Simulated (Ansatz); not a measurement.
H2BN, charge +1, doublet, geometry from GFN2-xTB (a state made from the parent by changing its charge; the spin is typed, not shown lowest); CCSD(T)/STO-3G run with Ansatz (an electronic-structure program).

The Ansatz input:
Ansatz 0.2 input:
```yaml
crystal:
  periodic: [false, false, false]
  atoms:
    - {symbol: B, position_ang: [0.69541291, -0.01491515, 0.14279803]}
    - {symbol: N, position_ang: [-0.54762335, -0.00554107, -0.02815933]}
    - {symbol: H, position_ang: [1.84396603, 0.06106689, -0.11197348]}
    - {symbol: H, position_ang: [-1.48766710, 0.05229634, -0.40490136]}
basis:
  gaussian:
    orbitals: STO-3G
total_charge: 1
magnetization: {spin_polarized: true, initial_magnetization: 1}
correlation: {method: ccsd_t}
```

Q: Predict the main parts of the log of this Ansatz run.

A: 
```
Functional definition: HF
152 factors; integrals over basis functions are off by at most 9.4e-5 eV
mean field evaluation 1: about -2146.5773 eV, gradient 1.5e1 eV
mean field evaluation 2: about -2146.5772 eV, gradient 1.5e1 eV
mean field evaluation 4: about -2148.3789 eV, gradient 1.4e0 eV
mean field evaluation 8: about -2148.4233 eV, gradient 2.7e-3 eV
mean field evaluation 16: about -2148.3838 eV, gradient 1.4e0 eV
mean field evaluation 32: about -2147.6648 eV, gradient 7.9e0 eV
mean field evaluation 64: about -2148.3412 eV, gradient 1.4e-4 eV
mean field evaluation 96: about -2148.4234 eV, gradient 4.9e-2 eV
mean field -2148.42196860 eV, -78.9530510933 hartree, gradient 2.9e-6 eV, S^2 0.767556; 7 other end points of the search recorded, 0 dependent functions left out
determinant -2148.42196860 eV, -78.9530510933 hartree, with singles and doubles -2150.99393282 eV, -79.0475690353 hartree
determinant -2148.34115855 eV, -78.9500813788 hartree, with singles and doubles -2150.91475766 eV, -79.0446594016 hartree
determinant -2148.42196860 eV, -78.9530510933 hartree, with singles and doubles -2150.99505166 eV, -79.0476101518 hartree
determinant -2148.34115855 eV, -78.9500813788 hartree, with singles and doubles -2150.91569371 eV, -79.0446938009 hartree
2 core orbitals not correlated
reference -2148.42196860 eV, -78.9530510933 hartree; 5, 4 occupied and 5, 6 virtual orbitals, 152 factors
second order -1.97125012 eV of doubles, -0.00000000 eV of singles
cycle   1  -2.57308303 eV  change    3.6e-8 eV  update   1.8e-6
perturbative correction -0.07930727 eV, -0.0029144884 hartree
Total energy: -2151.07435890 eV, -79.0505246390 hartree
```
